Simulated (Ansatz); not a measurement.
Abridged output of a molecular run in Ansatz:

```
Functional definition: HF
1197 factors; integrals over basis functions are off by at most 1.2e-3 eV
mean field evaluation 1: about -81777.4213 eV, gradient 3.4e1 eV
mean field evaluation 2: about -81777.4902 eV, gradient 3.4e1 eV
mean field evaluation 4: about -81780.3068 eV, gradient 3.1e0 eV
mean field evaluation 8: about -81780.3585 eV, gradient 2.5e-1 eV
mean field -81780.35898979 eV, -3005.3727601564 hartree, gradient 2.1e-6 eV, S^2 0.000000; 0 other end points of the search recorded, 0 dependent functions left out
19 core orbitals not correlated: weight in the atoms' cores, before any rotation towards them, 1.000 or more for the frozen orbitals, at most 0.000 for the correlated occupied ones
reference -81780.35898979 eV, -3005.3727601564 hartree; 23, 23 occupied and 73, 73 virtual orbitals, 1197 factors
second order -17.64808208 eV of doubles, -0.00000000 eV of singles
cycle   1  -18.10144106 eV  change   -4.5e-1 eV  update   1.1e-1
cycle   2  -18.62604445 eV  change   -5.2e-1 eV  update   3.6e-2
cycle   3  -18.75678853 eV  change   -1.3e-1 eV  update   2.1e-2
cycle   4  -18.74639723 eV  change    1.0e-2 eV  update   5.3e-3
cycle   5  -18.74564108 eV  change    7.6e-4 eV  update   2.5e-3
cycle   6  -18.74605249 eV  change   -4.1e-4 eV  update   7.7e-4
cycle   7  -18.74553275 eV  change    5.2e-4 eV  update   2.9e-4
cycle   8  -18.74550599 eV  change    2.7e-5 eV  update   9.8e-5
cycle   9  -18.74556481 eV  change   -5.9e-5 eV  update   3.6e-5
cycle  10  -18.74556148 eV  change    3.3e-6 eV  update   1.4e-5
perturbative correction -0.52834614 eV, -0.0194163626 hartree
Total energy: -81799.63289741 eV, -3006.0810631971 hartree
```

Its atoms:

```xyz
9

O    -0.586    1.852   -0.145
Sb   -0.440    0.711    1.480
Si    0.726   -1.198    0.166
Se    0.196   -0.901   -2.023
H    -0.239    2.730    0.033
H    -1.956   -0.033    1.206
H     0.238   -2.523    0.634
H     2.195   -1.152    0.402
H    -0.133    0.515   -1.754
```

(1) Which basis set was used?
A. def2-SVP
B. def2-QZVPP
C. def2-SVPD
D. cc-pV(Q+d)Z

(2) Write the keys of the input that set method, charge and spin (a neutral closed shell needs none for the last two).

## Answers

(1) A. It gives 115 functions.

(2) 
```yaml
correlation: {method: ccsd_t}
```
